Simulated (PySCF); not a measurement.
Ru(CO)3 (C3O3Ru), SMILES [O+]#[C-]->[Ru](<-[C-]#[O+])<-[C-]#[O+], multiplicity 1.

Geometry optimised at PBE0-D3(BJ)/def2-SVP. The multiplicity is an assumed one; other spin states were not compared. The def2 effective core potentials stand for the cores of Ru; spin–orbit coupling is left out.

Computed with TDDFT-ωB97X/def2-SVPD (PySCF).

Vertical excitations. Isolated molecule, no solvent. State labels are in the subgroup Cs.

Task: Give excitation energies, oscillator strengths and character. (The exact figures need the calculation; the answer reports its results.)

Result: 
```
state  symmetry  energy (eV)  λ (nm)      f                            main pairs
-----  --------  -----------  ------  -----  ------------------------------------
S1           A'         1.31     945  0.003                        HOMO→LUMO 96 %
S2           A"         1.82     680  0.000                      HOMO−1→LUMO 97 %
S3           A'         2.40     518  0.003    HOMO−2→LUMO 67 %, HOMO→LUMO+1 28 %
S4           A'         2.89     429  0.052    HOMO→LUMO+1 66 %, HOMO−2→LUMO 27 %
S5           A"         3.10     400  0.027  HOMO−1→LUMO+1 68 %, HOMO−3→LUMO 29 %
S6           A'         3.70     335  0.024                    HOMO−2→LUMO+1 93 %
S7           A"         3.78     328  0.090  HOMO−3→LUMO 59 %, HOMO−1→LUMO+1 26 %
S8           A"         4.37     284  0.007                    HOMO−3→LUMO+1 93 %
S9           A'         4.86     255  0.001                      HOMO→LUMO+3 69 %
S10          A"         4.93     252  0.003    HOMO→LUMO+2 65 %, HOMO→LUMO+5 24 %
T1           A'         0.98    1270      0                        HOMO→LUMO 93 %
T2           A"         1.54     807      0                      HOMO−1→LUMO 94 %
T3           A'         2.05     606      0                      HOMO→LUMO+1 90 %
T4           A'         2.13     582      0                      HOMO−2→LUMO 85 %
```
Triplets are in the Tamm–Dancoff approximation, which puts them higher than full response would, so one can lie above its singlet here.
